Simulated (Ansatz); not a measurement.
Reaction (cleavage of the Si–Al bond): `[CH3][Al]([OH])[SiH3]` + `C[NH][AlH][OH]` → `C[NH][AlH][O][SiH3]` + `[CH3][AlH][OH]`

Calculated with Ansatz (gas phase, PBE0-D4/def2-TZVP geometries, no zero-point term in ΔE). CCSD(T)/CBS adds triple-zeta CCSD(T) − MP2 to the extrapolated MP2 energy (def2 sets, frozen cores). Functionals use def2-TZVPP. Each species was taken in one conformer, which may not be the lowest.

Question: Is it downhill or uphill in electronic energy at CCSD(T)/CBS, and by how much? (Best estimate.)

Answer: Ansatz gave: Downhill: ΔE = -105.9 kJ/mol.

Question: What do these levels give: PBE-D4, r2SCAN-D4, PBE0-D4, ωB97M-V, HF/def2-QZVPP, CCSD/CBS(def2)? (An estimate is asked.)

Answer: The calculation gave: PBE-D4 -78.6, r2SCAN-D4 -100.2, PBE0-D4 -88.9, ωB97M-V -110.5, HF/def2-QZVPP -138.6, CCSD/CBS(def2) -110.0 kJ/mol.

Largest T1 diagnostic among the species: 0.013.

In def2-TZVPP, CCSD(T) changes the Hartree–Fock value by +30.3 kJ/mol (the triples alone add +4.1 kJ/mol) and MP2 by +21.6 kJ/mol. From PBE to PBE0 (25 % exact exchange), in def2-TZVPP and without D4, ΔE moves by −10.5 kJ/mol.
